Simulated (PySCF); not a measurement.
Geometries of 2 isomers of C4H8Se, from PBE0-D3(BJ)/def2-SVP geometry optimisation, gas phase in PySCF 2.14.0. One conformer each, no zero-point energy, no frequencies.

Question: Which is lower in electronic energy at this level?
A.
```xyz
13
angstrom
C     -2.537    0.194    0.451
C     -1.514   -0.838    0.115
C     -0.192   -0.649    0.034
Se     0.697    0.997    0.332
C      2.501    0.350    0.027
H     -3.110   -0.092    1.349
H     -2.087    1.180    0.640
H     -3.268    0.310   -0.367
H     -1.882   -1.852   -0.086
H      0.474   -1.480   -0.221
H      2.610   -0.029   -0.998
H      2.761   -0.431    0.755
H      3.173    1.207    0.166
```
B.
```xyz
13
angstrom
C      0.592   -0.795   -0.294
C     -0.816   -0.583    0.249
C     -1.266    0.816   -0.147
Se     0.318    1.968    0.049
C      1.456    0.367    0.175
H      1.016   -1.758    0.036
H      0.563   -0.813   -1.396
H     -1.519   -1.343   -0.129
H     -0.802   -0.669    1.348
H     -1.601    0.854   -1.194
H     -2.072    1.201    0.492
H      1.773    0.242    1.221
H      2.350    0.512   -0.447
```

Answer: B. That is `C1CC[Se]C1` (selenacyclopentane), 22.9 kcal/mol below the other.

| SMILES | atoms numbered as above | E (Eh) | relative (kcal/mol) | relative (kJ/mol) | dipole (D) |
| --- | --- | --- | --- | --- | --- |
| C1CC[Se]C1 | [CH2:1]1[CH2:2][CH2:3][Se:4][CH2:5]1 | -2557.92757 | 0.0 | 0.0 | 1.92 |
| C/C=C\[Se]C | [CH3:1]/[CH:2]=[CH:3]\[Se:4][CH3:5] | -2557.89108 | 22.9 | 95.8 | 1.02 |

As drawn, the higher has a C=C bond outside aromatic rings, which the lower lacks.
